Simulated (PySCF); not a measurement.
Species: W(NMe)2(NH2)2, C2H10N4W (singlet state).
Structure used (PBE0-D3(BJ)/def2-SVP), in Å, numbered top down from 1:
```
atom  x, y, z in Å
W1    -0.6105    0.0085   -0.4206
N2    -0.7032    0.0202    1.3389
C3    -0.3158    0.0192    2.7025
H4     0.4099    0.8229    2.9227
H5    -1.1879    0.1695    3.3634
H6     0.1537   -0.9390    2.9890
N7     1.0220   -0.0188   -1.0801
C8     2.4346   -0.0401   -1.1908
H9     2.7493   -0.1351   -2.2455
H10    2.8872    0.8867   -0.7945
H11    2.8763   -0.8872   -0.6360
N12   -1.4564    1.6719   -1.0516
H13   -1.1943    2.1631   -1.8997
H14   -2.1541    2.1944   -0.5327
N15   -1.5003   -1.6377   -1.0343
H16   -2.2068   -2.1404   -0.5078
H17   -1.2322   -2.1586   -1.8626
```

The calculation used PBE0-D3(BJ)/def2-SVP geometry optimisation, gas phase, def2 core potentials past Kr (PySCF 2.14.0).

**Question.** Which atoms are bound to W1, and at what distances?

**Answer.** 4 atoms: N7 1.761 Å, N2 1.762 Å, N15 1.969 Å, N12 1.970 Å. The nearest atom not counted as bound is H17, at 2.68 Å (others tie with it).

**Question.** List the angles at W1.

**Answer.** 
```
     angle  degrees  distance of the outer atoms (Å)
  N2–W1–N7    115.0                             2.97
N12–W1–N15    114.3                             3.31
 N2–W1–N15    107.0                             3.00
 N2–W1–N12    107.0                             3.00
 N7–W1–N12    106.9                             3.00
 N7–W1–N15    106.8                             3.00
```

**Question.** What is the shape at W1?

**Answer.** Distorted tetrahedral: angles from 106.8° to 115.0°; τ4 = (360° − α − β)/141° = 0.93 with α and β the two widest (0 for a square, 1 for a tetrahedron). The W–N distances aren't all alike: 1.761 to 1.970 Å.

**Question.** What are the other bond lengths?

**Answer.** N2–C3, N7–C8 1.417 Å; C3–H4 and 5 like bonds 1.105 Å; N12–H13 and 3 like bonds 1.014 Å.

**Question.** Give some angles away from the centre.

**Answer.** W1–N2–C3 161.1°.

**Question.** What are the rotational constants (commonest isotopes, rigid rotor)?

**Answer.** A = 1760, B = 1470, C = 1166 MHz: an asymmetric top.

Charge 0, singlet. No frequency check.
